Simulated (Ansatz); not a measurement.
(F3Sn)2NH (Sn₂NF₆H). The state is a singlet with charge 0. Geometry PBE0-D4/def2-SVP, basis def2-TZVP, Ansatz.

```json
{"run": "A", "HOMO (eV)": "-9.69", "LUMO (eV)": "-4.05"}
{"run": "B", "HOMO (eV)": "-13.51", "LUMO (eV)": "-0.34"}
{"run": "C", "HOMO (eV)": "-8.08", "LUMO (eV)": "-4.94"}
{"run": "D", "HOMO (eV)": "-9.08", "LUMO (eV)": "-4.45"}
{"run": "E", "HOMO (eV)": "-8.49", "LUMO (eV)": "-4.78"}
```

In the def2 sets Sn takes a core potential; there is no spin–orbit coupling.

Q: The runs used HF, PBE, PBE0, r2SCAN, r2SCANh. Estimate which is which.

A: A PBE0 (25 % exact exchange); B HF (100 % exact exchange); C PBE (0 % exact exchange); D r2SCANh (10 % exact exchange); E r2SCAN (0 % exact exchange). Exact exchange lowers occupied and raises empty levels; among semilocal functionals meta-GGAs tend to open the gap a little, and such runs are hard to tell apart. The gap grows from 3.14 eV (PBE) to 13.16 eV (HF).
